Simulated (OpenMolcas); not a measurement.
**C2H4BCl (SMILES C=CBCl): the vertical electron affinity from total energies**

The species is C2H4BCl (8 atoms), meant as a singlet with charge 0. SMILES: `C=CBCl`. The coordinates come from a PBE0-D4/def2-TZVP relaxation. This is one conformer, not always the lowest.

Both states at this one shape; open shells run unrestricted unless said. 1 Eh = 27.2114 eV.

```
           level     program  singlet C2H4BCl (Eh)  doublet C2H4BCl− (Eh)
revPBE/def2-SVPD  OpenMolcas           -563.357381            -563.365127
 BHLYP/def2-SVPD  OpenMolcas           -563.411082            -563.412418
```

**Question.** Work out the vertical electron affinity, E(N) − E(N+1), at each level.

**Answer.** 
1. revPBE/def2-SVPD: -563.357381 − (-563.365127) = 0.007746 Eh = 0.21 eV.
2. BHLYP/def2-SVPD: -563.411082 − (-563.412418) = 0.001336 Eh = 0.04 eV.

No measured value is set beside it here; the levels span 0.04 to 0.21 eV.
